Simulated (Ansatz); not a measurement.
AlFH2S2 (`[F][Al]([SH])[SH]`), charge 0, multiplicity 1.

(1) Give a relaxed structure at PBE0-D4/def2-TZVP (Ansatz 0.2.0). (Best estimate.)

## Answers

(1) Ansatz gave: 
```xyz
6

F     0.125   -1.453    0.862
Al    0.004   -0.041    0.024
S     1.352    1.587    0.489
S    -1.501    0.150   -1.520
H     1.964    0.857    1.439
H    -1.943   -1.100   -1.294
```
Point group C2v.
